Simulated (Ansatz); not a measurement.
`[SiH3][NH][AlH][TeH]` + `CC` → `C[CH2][AlH][TeH]` + `N[SiH3]`  (formal exchange of groups at the Al–N bond)

Gas-phase electronic energies from Ansatz, PBE0-D4/def2-TZVP geometries. CCSD(T)/CBS is the MP2 limit (def2-TZVPP, def2-QZVPP) plus CCSD(T) − MP2 in def2-TZVPP, frozen cores. This one scheme is used for every species. Functionals use def2-TZVPP. B3LYP here is the variant with VWN-RPA as its local correlation; programs differ in this. Elements past krypton have def2 core potentials. For Te outer-core shells are correlated without core-valence functions, which leaves a few kJ/mol of doubt a bond. One conformer a species, not always the lowest.

(1) Is it downhill or uphill in electronic energy at CCSD(T)/CBS, and by how much? (An estimate is asked.)

(2) What do these levels give: PBE-D4, r2SCAN-D4, PBE0-D4, B3LYP-D4, r2SCAN, PBE0, B3LYP, MP2/def2-TZVPP, CCSD/def2-TZVPP, HF/def2-QZVPP, HF/CBS(def2), CCSD/CBS(def2)? (Best estimate.)

Largest T1 diagnostic among the species: 0.011.

Answers

(1) Computed: Uphill: ΔE = +27.2 kcal/mol.

(2) The calculation gave: PBE-D4 25.0, r2SCAN-D4 26.8, PBE0-D4 25.7, B3LYP-D4 27.3, r2SCAN 26.8, PBE0 25.4, B3LYP 26.8, MP2/def2-TZVPP 27.8, CCSD/def2-TZVPP 27.7, HF/def2-QZVPP 29.1, HF/CBS(def2) 29.1, CCSD/CBS(def2) 27.4 kcal/mol.

In def2-TZVPP, CCSD(T) changes the Hartree–Fock value by −1.4 kcal/mol (the triples alone add −0.2 kcal/mol) and MP2 by −1.1 kcal/mol.
